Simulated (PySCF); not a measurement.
## Calculated data, C2H8GeSi

All values are calculated (PySCF 2.14.0). Calculation on a computer-drawn molecule: the log of a Hartree-Fock and frozen-core CCSD(T) single point meant for a local Hartree-Fock minimum, with one planted fault or none, to be diagnosed. Offsets are logged minus clean, where the clean run is the same molecule without the fault. The reference is restricted for singlets and unrestricted otherwise, and also for a bond in bohr or an excited solution. Adding or removing an electron swaps singlet and doublet. The excited solution moves the top pair (singlet) or top alpha electron (doublet) to the lowest empty orbital. Highest occupied and lowest empty are orbital energies over both spins, largest force is the largest gradient component, triples share is (T) over the correlation energy, the T1 limit is 0.02 restricted and 0.045 unrestricted, electrons count all cores, a negative frequency is imaginary (commonest isotopes), and the dipole is about the centre of nuclear charge; on germanium a core potential holds 10 electrons, which the energies leave out, and 3d is frozen in MP2 and coupled-cluster steps.

## C2H8GeSi

Logged structure:
```xyz
12
C2H8GeSi
C      0.9963     0.4388    -1.8625
Ge    -0.4004     0.0361    -0.8573
C     -0.3665     0.2823     1.0857
Si    -2.3961    -0.8316    -1.8473
H      1.9173     0.8340    -1.4487
H      0.9754     0.3018    -2.9369
H     -1.1496     0.9770     1.3949
H      0.6023     0.6822     1.3875
H     -0.5314    -0.6700     1.5930
H     -3.5435     0.0620    -1.5627
H     -2.2003    -0.9333    -3.3102
H     -2.7049    -2.1717    -1.2952
```

* meant charge: 0
* meant multiplicity: 1
* meant basis: cc-pV(D+d)Z
* meant basis and core potential on germanium: cc-pVDZ-PP ECP10MDF
* logged electrons: 66
* logged basis functions: 114
* logged SCF converged: yes
* logged spin squared: 0
* logged highest occupied: -7.9586 eV
* logged lowest empty: 2.3242 eV
* logged largest force: 2.736e-05 hartree/bohr
* logged lowest frequency: 86.222 cm⁻¹
* logged T1 diagnostic: 0.012687
* logged D1 diagnostic: 0.041316
* logged triples share: 0.033172
* logged CC converged: yes
* logged dipole magnitude: 1.4048 debye
* logged SCF stable within its kind: yes
* logged energy HF: -662.65481 hartree
* logged energy CCSD(T): -663.22135 hartree
* possible faults: no fault, one electron removed, one electron added, multiplicity raised by two, geometry at a saddle point, SCF held on an excited solution, minimal basis STO-3G, one bond length entered in bohr, all coordinates scaled
* planted fault: no fault
* HF energy offset from clean run: 0 kcal/mol
* CCSD(T) energy offset from clean run: 0 kcal/mol

Drawn bonds:
| atom | other atom | order |
| --- | --- | --- |
| 1 | 2 | 2 |
| 2 | 3 | 1 |
| 2 | 4 | 1 |
| 1 | 5 | 1 |
| 1 | 6 | 1 |
| 3 | 7 | 1 |
| 3 | 8 | 1 |
| 3 | 9 | 1 |
| 4 | 10 | 1 |
| 4 | 11 | 1 |
| 4 | 12 | 1 |
